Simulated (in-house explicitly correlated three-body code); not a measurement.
Computed with an exponentially correlated three-body code. Model: two electrons around a point charge, non-relativistic, variational in 260 exponentially correlated functions (energies converged to about 1e-7 hartree, or 1e-8 relative for large Z).

For two electrons in a singlet the Kohn-Sham orbital is the square root of half the density, so the exact Kohn-Sham potential and energy parts follow from the density alone, and exchange is minus half the Hartree energy. The Kohn-Sham level equals minus the binding energy of the second electron.

Command:
```bash
python run_hyl.py task.json out
```
Settings (lengths in bohr, energies in hartree):
```
Z                      1.025
interaction_strength   1
functions              260
states_tried           1
```

Time taken, with all properties: 8.9 s on 1 thread of Arm Neoverse V1, on a shared host.

**Ground state only, binding against the one-electron ion.**

Given: nuclear charge 1.025.

Computed: one-electron threshold -0.5253125 hartree.

| term | energy (hartree) | binding (eV) |
| --- | --- | --- |
| 1 1S | -0.562572622 | 1.0139 |

**Converged states only, values per electron or pair.**

```json
{"term": "1 1S", "mean r (bohr)": "2.5544", "mean r squared (bohr²)": "10.34", "mean inverse r (1/bohr)": "0.70953", "mean r12 (bohr)": "4.1378", "mean inverse r12 (1/bohr)": "0.32939", "mean cosine": "-0.10518", "mean p1 dot p2 (bohr⁻²)": "0.036184", "delta r1 (bohr⁻³)": "0.17953", "delta r12 (bohr⁻³)": "0.0032849"}
```

**Functionals on the exact density and self-consistent, errors are functional minus exact, hybrids only self-consistent, a dash where a self-consistent run leaves the top level unbound.**

```tsv
result	exchange error (millihartree)	correlation error (millihartree)	functional driven error (millihartree)
LDA VWN5	47.629	-32.101	15.528
RPBE	-16.778	10.191	-6.5873
SCAN	?	?	?
PBEsol	11.263	2.5099	13.772
r2SCAN	-10.442	11.113	0.67022
M06-L	-9.0553	11.073	2.0179
BP86	-12.951	2.5383	-10.413
PBE	-9.0217	10.191	1.1691
PW91	?	?	?
BLYP	-12.951	10.777	-2.1744
```

Problem. What belongs in the row SCAN?

Solution. exchange error (millihartree): -10.442; correlation error (millihartree): 11.113; functional driven error (millihartree): 0.67022.

Problem. What belongs in the row PW91?

Solution. exchange error (millihartree): -10.223; correlation error (millihartree): 8.5927; functional driven error (millihartree): -1.6304.

**Density and exact potentials over r, pair density (one pair, times 4 pi r12^2) and exact minus Kohn-Sham pair density over r12.**

```
radius (bohr)  radial density (electrons/bohr)  exchange potential (hartree)  intracule density (1/bohr)  Coulomb hole against Kohn-Sham (1/bohr)  correlation potential (hartree)
        0.203                          0.12316                      -0.69688                   0.0020148                                -0.005427                           -0.068
        0.244                          0.16391                      -0.69196                   0.0029895                                -0.007659                           -0.065
        0.293                          0.21437                      -0.68535                   0.0044367                                 -0.01071                            -0.06
        0.352                           0.2753                      -0.67652                    0.006602                                 -0.01484                           -0.053
        0.423                          0.34586                      -0.66488                   0.0098355                                 -0.02031                           -0.045
        0.508                          0.42292                       -0.6499                    0.014615                                 -0.02728                           -0.035
         0.61                          0.50155                      -0.63094                    0.021631                                 -0.03577                           -0.023
        0.732                          0.57393                      -0.60756                     0.03174                                  -0.0454                           -0.009
         0.88                          0.63141                      -0.57905                    0.046196                                 -0.05532                            0.006
         1.06                           0.6635                       -0.5452                    0.066264                                 -0.06363                            0.022
         1.27                                ?                             ?                           ?                                        ?                                ?
         1.52                          0.62754                      -0.46703                     0.12247                                 -0.06378                            0.047
         1.83                          0.56054                      -0.42226                     0.15758                                  -0.0502                            0.053
          2.2                          0.47307                      -0.37667                     0.19053                                 -0.02727                            0.052
         2.64                          0.37839                       -0.3319                     0.21348                                8.224e-05                            0.044
         3.17                          0.28643                      -0.28872                     0.21843                                  0.02402                            0.032
         3.81                          0.20453                      -0.24818                     0.20014                                   0.0365                             0.02
         4.58                          0.13683                      -0.21126                     0.16097                                  0.03452                             0.01
          5.5                         0.084826                      -0.17859                     0.11188                                  0.02282                            0.004
          6.6                         0.047845                      -0.15019                    0.066314                                 0.009894                            0.001
         7.93                          0.02385                      -0.12562                    0.032996                                 0.001619                                0
         9.52                          0.01032                      -0.10489                     0.01382                                 -0.00123                                0
         11.4                                ?                             ?                           ?                                        ?                                ?
         13.7                        0.0011197                     -0.072984                   0.0013932                               -0.0005807                                0
```

Problem. What belongs in the row 1.27?

Solution. radial density (electrons/bohr): 0.66239; exchange potential (hartree): -0.50783; intracule density (1/bohr): 0.091707; Coulomb hole against Kohn-Sham (1/bohr): -0.06735; correlation potential (hartree): 0.036.

Problem. What belongs in the row 11.4?

Solution. radial density (electrons/bohr): 0.0038109; exchange potential (hartree): -0.08768; intracule density (1/bohr): 0.0049026; Coulomb hole against Kohn-Sham (1/bohr): -0.001217; correlation potential (hartree): 0.
